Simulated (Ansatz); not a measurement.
Gas-phase electronic energies from Ansatz, PBE0-D4/def2-TZVP geometries. CBS: MP2 limit from def2 TZ/QZ plus the TZ coupled-cluster correction, frozen cores. DFT in def2-TZVPP. B3LYP here is the variant with VWN-RPA as its local correlation; programs differ in this. Elements past krypton have def2 core potentials. For Y, Zn outer-core shells are correlated without core-valence functions, which leaves a few kJ/mol of doubt a bond. Scalar relativity is left out up to krypton. Each species was taken in one conformer, which may not be the lowest.

Reaction (redistribution): `[NH2][Y]([Cl])[Cl]` + `F[CH2][Zn][F]` → `[F][Y]([Cl])[Cl]` + `N[CH2][Zn][F]`

```
             level  ΔE (kJ/mol)  difference from CCSD(T)/CBS
            PBE-D4       -135.6                          4.8
         r2SCAN-D4       -135.4                          5.0
           PBE0-D4       -137.0                          3.4
          B3LYP-D4       -134.4                          6.0
           ωB97X-V       -138.2                          2.2
           ωB97M-V       -136.0                          4.4
            B2PLYP       -135.7                          4.7
               PBE       -134.7                          5.7
            r2SCAN       -135.3                          5.1
              PBE0       -136.4                          4.0
             B3LYP       -132.7                          7.7
     HF/def2-TZVPP       -130.6                          9.8
    MP2/def2-TZVPP       -139.7                          0.7
SCS-MP2/def2-TZVPP       -135.9                          4.5
   CCSD/def2-TZVPP       -132.6                          7.8
CCSD(T)/def2-TZVPP       -132.9                          7.5
     HF/def2-QZVPP       -134.7                          5.7
    MP2/def2-QZVPP       -145.4                         -5.0
SCS-MP2/def2-QZVPP       -141.6                         -1.2
      HF/CBS(def2)       -135.2                          5.2
     MP2/CBS(def2)       -147.2                         -6.8
    CCSD/CBS(def2)       -140.1                          0.3
       CCSD(T)/CBS       -140.4                            0
```

Largest T1 diagnostic among the species: 0.016.
